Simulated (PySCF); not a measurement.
**What PySCF settings do for NaBe⁺**

Base input, run as `OMP_NUM_THREADS=1 python input.py` with PySCF 2.14:

```python
from pyscf import gto, scf, tdscf

mol = gto.M(
    atom='Na 0 0 0; Be 0 0 3.03',
    basis='x2c-tzvpall',
    charge=1,
    spin=0,
    verbose=4,
)
mf = scf.RHF(mol)
mf = mf.sfx2c1e()
mf.kernel()
td = tdscf.TDHF(mf)
td.nstates = 5
td.kernel()
td.analyze()
mf.dip_moment()
print('orbital energies (hartree):', mf.mo_energy[..., max(0, mol.nelec[1]-3):mol.nelec[0]+3].round(4))
```

Base result: E(SCF) = -176.467612 Eh, 8 cycles, first singlet excitations without spin–orbit coupling 4.57, 5.22, 5.22, 6.28, 7.39 eV. Stability towards an unrestricted solution was not tested. The bond length is a typed value, not an optimised one. The dipole of an ion depends on the origin.

It ran on Arm Neoverse V1 (1 thread, shared host) in 2.7 s, peak memory 0.14 GiB.

Each row names what differs from the base; energies in brackets are changes from the base.

| change | result | wall time (s) |
| --- | --- | --- |
| basis set: x2c-tzvpall → def2-svpd; spin-free X2C: on → off | E(SCF) = -176.180674 Eh, 7 cycles, first singlet excitations without spin–orbit coupling 4.44, 5.09, 5.09, 6.19, 7.29 eV | 1.2 |
| spin (2S): 0 → 1 [unsound on purpose] [runs as restricted open-shell] | stops with RuntimeError (Electron number 14 and spin 1 are not consistent) | 0.93 |
| geometry: bond 3.03 → bond 2.939 | E(SCF) = -176.467380 Eh (+0.0063 eV), 8 cycles, first singlet excitations without spin–orbit coupling 4.63, 5.24, 5.24, 6.39, 7.50 eV | 2.6 |
| basis set: x2c-tzvpall → 6-311g**; spin-free X2C: on → off | E(SCF) = -176.249869 Eh, 7 cycles, first singlet excitations without spin–orbit coupling 4.56, 5.21, 5.21, 6.27, 7.40 eV | 1.7 |
| step after the SCF: tdhf → optimize | E(SCF) = -176.467612 Eh (+0.0000 eV), 8 cycles, all at the start geometry; optimised bond 3.056 Å with E = -176.467623 Eh after 4 steps | 4.3 |
| density fitting: none → def2-universal-jkfit | E(SCF) = -176.467639 Eh (-0.0007 eV), 8 cycles, first singlet excitations without spin–orbit coupling 4.57, 5.22, 5.22, 6.28, 7.39 eV | 3.8 |
| basis set: x2c-tzvpall → aug-cc-pvdz; spin-free X2C: on → off | E(SCF) = -176.257029 Eh, 7 cycles, first singlet excitations without spin–orbit coupling 4.58, 5.23, 5.23, 6.28, 7.36 eV | 2.3 |
| spin-free X2C: on → off [unsound on purpose] | E(SCF) = -176.234021 Eh, 8 cycles, first singlet excitations without spin–orbit coupling 4.57, 5.22, 5.22, 6.28, 7.39 eV | 2.4 |
| spin (2S): 0 → 2; SCF type: RHF → UHF [a high spin state] | E(SCF) = -176.415169 Eh (+1.4270 eV), 11 cycles, ⟨S²⟩ = 2.000, first excitations without spin–orbit coupling 0.62, 0.62, 3.79, 5.22, 5.22 eV | 9.6 |
| length unit: angstrom → bohr [unsound on purpose] | E(SCF) = -176.299319 Eh (+4.5795 eV), 8 cycles, first singlet excitations without spin–orbit coupling 4.76, 4.76, 5.53, 7.72, 8.63 eV | 2.7 |
| functional: none (Hartree–Fock) → slater,; SCF type: RHF → RKS; step after the SCF: tdhf → analyze [unsound on purpose] | E(SCF) = -174.898307 Eh, 8 cycles | 2.1 |
| basis set: x2c-tzvpall → 6-311++g**; spin-free X2C: on → off | E(SCF) = -176.250007 Eh, 7 cycles, first singlet excitations without spin–orbit coupling 4.56, 5.21, 5.21, 6.27, 7.40 eV | 2.7 |
| basis set: x2c-tzvpall → tzvp-def2 [unsound on purpose] | stops with BasisNotFoundError (tzvp-def2) | 0.75 |
| basis set: x2c-tzvpall → sto-3g; spin-free X2C: on → off | E(SCF) = -174.149544 Eh, 7 cycles, first singlet excitations without spin–orbit coupling 5.56, 6.23, 6.23, 12.07, 19.31 eV | 0.95 |
| PCM solvent, dielectric constant: none → 4.71; step after the SCF: tdhf → analyze | E(SCF) = -176.541097 Eh (-1.9996 eV), 9 cycles | 2.6 |
| PCM solvent, dielectric constant: none → 32.6; step after the SCF: tdhf → analyze | E(SCF) = -176.558134 Eh (-2.4632 eV), 9 cycles | 2.5 |
| spin (2S): 0 → 4; SCF type: RHF → UHF | not converged: TD-SCF states [0, 1, 2, 3, 4], E(SCF) = -175.216239 Eh (+34.0516 eV), ⟨S²⟩ = 6.001, first excitations without spin–orbit coupling 0.07, 2.18, 2.24, 2.83, 4.18 eV | 11 |
| functional: none (Hartree–Fock) → bhandhlyp; SCF type: RHF → RKS; step after the SCF: tdhf → analyze | E(SCF) = -176.968297 Eh, 7 cycles | 1.9 |
| geometry: bond 3.03 → bond 2.424 | E(SCF) = -176.455124 Eh (+0.3398 eV), 8 cycles, first singlet excitations without spin–orbit coupling 4.95, 5.34, 5.34, 6.98, 8.14 eV | 2.7 |
| initial guess: minao → mod_huckel | E(SCF) = -176.467612 Eh (+0.0000 eV), 7 cycles, first singlet excitations without spin–orbit coupling 4.57, 5.22, 5.22, 6.28, 7.39 eV | 2.8 |
| geometry: bond 3.03 → bond 3.394 | E(SCF) = -176.466368 Eh (+0.0339 eV), 7 cycles, first singlet excitations without spin–orbit coupling 4.35, 5.15, 5.15, 5.90, 6.99 eV | 2.6 |
| geometry: bond 3.03 → bond 3.242 | E(SCF) = -176.467181 Eh (+0.0117 eV), 7 cycles, first singlet excitations without spin–orbit coupling 4.44, 5.18, 5.18, 6.05, 7.15 eV | 2.6 |

**Question.** Order these changes by how far they move the SCF energy from the base, largest first: (1) PCM solvent, dielectric constant: none → 32.6; step after the SCF: tdhf → analyze; (2) PCM solvent, dielectric constant: none → 4.71; step after the SCF: tdhf → analyze; (3) geometry: bond 3.03 → bond 2.424; (4) geometry: bond 3.03 → bond 3.394.

**Answer.** (1) -2.4632 eV, (2) -1.9996 eV, (3) +0.3398 eV, (4) +0.0339 eV.
